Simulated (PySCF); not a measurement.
## `C#C[C@H]1[C@@H]([O-])C1(F)F`, [C5H3F2O]-, charge -1

Molfile (atoms numbered from 1):
```
C5H3F2O
     RDKit          3D

 11 11  0  0  0  0  0  0  0  0999 V2000
    2.2579   -1.1710    0.2411 C   0  0  0  0  0  0  0  0  0  0  0  0
    1.3300   -0.4050    0.2550 C   0  0  0  0  0  0  0  0  0  0  0  0
    0.2561    0.5045    0.2377 C   0  0  1  0  0  0  0  0  0  0  0  0
   -0.8656    0.5379   -0.9823 C   0  0  1  0  0  0  0  0  0  0  0  0
   -0.7969   -0.1198   -2.0542 O   0  0  0  0  0  0  0  0  0  0  0  0
   -1.1561    0.0075    0.3994 C   0  0  0  0  0  0  0  0  0  0  0  0
   -1.3727   -1.3045    0.7016 F   0  0  0  0  0  0  0  0  0  0  0  0
   -1.9517    0.7258    1.2836 F   0  0  0  0  0  0  0  0  0  0  0  0
    3.0615   -1.8437    0.2031 H   0  0  0  0  0  0  0  0  0  0  0  0
    0.4535    1.4656    0.7031 H   0  0  0  0  0  0  0  0  0  0  0  0
   -1.2104    1.6054   -1.0140 H   0  0  0  0  0  0  0  0  0  0  0  0
  1  2  3  0
  2  3  1  0
  3  4  1  0
  4  5  1  0
  4  6  1  0
  6  7  1  0
  6  8  1  0
  6  3  1  0
  1  9  1  0
  3 10  1  1
  4 11  1  6
M  CHG  1   5  -1
M  END
```

Computed, not measured: TDDFT CAM-B3LYP/def2-SVPD circular dichroism and optical rotation, one conformer, gas phase (PySCF 2.14.0). Geometry: GFN2-xTB.

For a gas-phase anion, states above the detachment energy (about 2.2 eV, taken as minus the energy of the highest occupied orbital) lie in the continuum and depend on the basis. Singlets 8 and 9 lie within 0.01 eV of each other, so their separate moments and overlaps can depend on how they mix.

Q: Draw the ECD and absorption spectra from the lowest 16 states, each a Gaussian of half-width 0.35 eV at 1/e height.

A: 
```csv
E (eV),λ (nm),Δε (L mol⁻¹ cm⁻¹),ε (L mol⁻¹ cm⁻¹)
3.89,318,-0.25,28.4
3.99,310,-0.52,59.8
4.09,303,-0.92,108
4.19,296,-1.38,172
4.29,289,-1.72,246
4.39,282,-1.76,338
4.49,276,-1.34,479
4.59,270,-0.43,719
4.69,264,+0.99,1110
4.79,259,+2.89,1680
4.89,253,+5.19,2420
4.99,248,+7.57,3310
5.09,243,+9.37,4340
5.19,239,+9.74,5540
5.29,234,+8.05,6960
5.39,230,+4.48,8480
5.49,226,+0.30,9820
5.59,222,-2.48,10600
5.69,218,-2.21,10700
5.79,214,+1.10,10000
5.89,210,+5.31,9030
5.99,207,+7.25,8120
6.09,203,+4.82,7510
6.19,200,-1.44,7210
6.29,197,-8.60,7020
6.39,194,-13.27,6670
6.49,191,-13.74,5950
```
Δε uses R in velocity form, ε uses f in length form. Only the states computed contribute, so the short-wavelength end is incomplete.

The sign of the CD band at 223 nm isn't settled: the length form gives the opposite one.
